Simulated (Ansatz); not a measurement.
trans-NiH2(NH3)2 (NiN2H8). Charge 0, multiplicity 1. Geometry B3LYP-D4/def2-SVP.

```xyz
11

N     1.102    0.460   -1.505
N    -1.098   -0.461    1.507
Ni    0.002    0.000    0.002
H    -0.015    1.511    0.400
H     1.394   -0.338   -2.068
H     1.937    0.956   -1.187
H     0.597    1.113   -2.109
H     0.014   -1.511   -0.401
H    -0.629   -1.170    2.075
H    -1.967   -0.889    1.179
H    -1.336    0.329    2.107
```

The restricted singlet is unstable towards broken spin symmetry at other levels; at LDA (SPW92)/def2-TZVP, PBE-D4/def2-SVP, PBE-D4/def2-TZVP, PBE0-D4/def2-SVP and others this wasn't settled. Another isomer (singlet) lies 0.12 eV lower at PBE0-D4/def2-TZVP; other spin states weren't run for this one.

Task: Estimate the orbital energies around the gap (eV) in Ansatz with LDA (SPW92)/def2-TZVP, PBE-D4/def2-SVP, PBE-D4/def2-TZVP, PBE0-D4/def2-SVP, PBE0-D4/def2-TZVP.

Result: 
| orbital | LDA (SPW92)/def2-TZVP | PBE-D4/def2-SVP | PBE-D4/def2-TZVP | PBE0-D4/def2-SVP | PBE0-D4/def2-TZVP |
| --- | --- | --- | --- | --- | --- |
| HOMO−9 | -12.42 | -12.30 | -12.37 | -13.99 | -14.06 |
| HOMO−8 | -12.38 | -12.26 | -12.34 | -13.94 | -14.00 |
| HOMO−7 | -9.82 | -9.45 | -9.64 | -11.03 | -11.21 |
| HOMO−6 | -8.43 | -8.12 | -8.29 | -9.64 | -9.78 |
| HOMO−5 | -6.76 | -6.18 | -6.60 | -7.33 | -7.78 |
| HOMO−4 | -4.26 | -3.92 | -4.21 | -6.09 | -6.67 |
| HOMO−3 | -4.20 | -3.39 | -4.10 | -5.31 | -5.88 |
| HOMO−2 | -3.65 | -2.82 | -3.51 | -5.04 | -5.74 |
| HOMO−1 | -3.58 | -2.64 | -3.41 | -4.94 | -5.22 |
| HOMO | -3.44 | -2.50 | -3.24 | -4.56 | -5.19 |
| LUMO | -1.40 | -0.80 | -1.25 | 0.43 | -0.03 |
| LUMO+1 | -0.15 | 0.49 | -0.05 | 1.47 | 0.81 |
| LUMO+2 | 0.69 | 1.18 | 0.78 | 2.36 | 1.85 |
| LUMO+3 | 1.65 | 2.34 | 1.77 | 3.39 | 2.67 |
| LUMO+4 | 1.85 | 2.52 | 1.95 | 3.60 | 2.88 |
| LUMO+5 | 1.88 | 2.53 | 1.97 | 3.62 | 2.89 |
